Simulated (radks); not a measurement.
Results of a calculation; reference values are marked as such.
Q: Mean orbital radii <r> (bohr) of the scandium ion Sc18+, [He] 2s1, of relativity; Dirac values are averaged over j with weights 2j + 1. Spin-unpolarised spherical Kohn-Sham, LDA (Slater exchange, Perdew-Wang correlation), point nucleus unless stated (finite: rms radius 3.5459 fm), a radial shooting solver on a logarithmic mesh with Libxc functionals. A level marked "c x" has the speed of light scaled by that factor.

shell       non-rel.
1s           0.07309
2s            0.3044
2p (empty)    0.2595
3s (empty)    0.6993

Give the values at the level "Dirac, c x 0.75".

A: 
shell       Dirac, c x 0.75  change of magnitude (%)
1s                  0.07210                    -1.36
2s                   0.3000                    -1.42
2p (empty)           0.2575                    -0.76
3s (empty)           0.6920                    -1.05
